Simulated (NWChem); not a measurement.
System: AlH2OCl; SMILES [Cl][AlH][OH]

The following NWChem deck was run.

```
start job
memory heap 200 mb stack 900 mb global 1100 mb
geometry units angstroms noautoz
  Al    -0.579326     0.608741     0.000000
  H     -2.143871     0.690281     0.000000
  Cl     0.418009    -1.244126     0.000000
  O      0.306567     2.049826     0.000000
  H      1.259132     2.154397     0.000000
end
basis spherical
  * library 6-31g*
end
dft
  xc m06-2x
  iterations 150
  mulliken
end
task dft energy
```

Structure relaxed at the PBE0/def2-SVP level.

Task: What results follow from this input? (M06-2X/6-31G* (spherical d).) Quantities: energy (Ha); highest occupied level (eV); orbital gap (eV); dipole (D).

Result: 
- energy (Ha): -779.06
- highest occupied level (eV): -10.33
- orbital gap (eV): 10.20
- dipole (D): 1.10
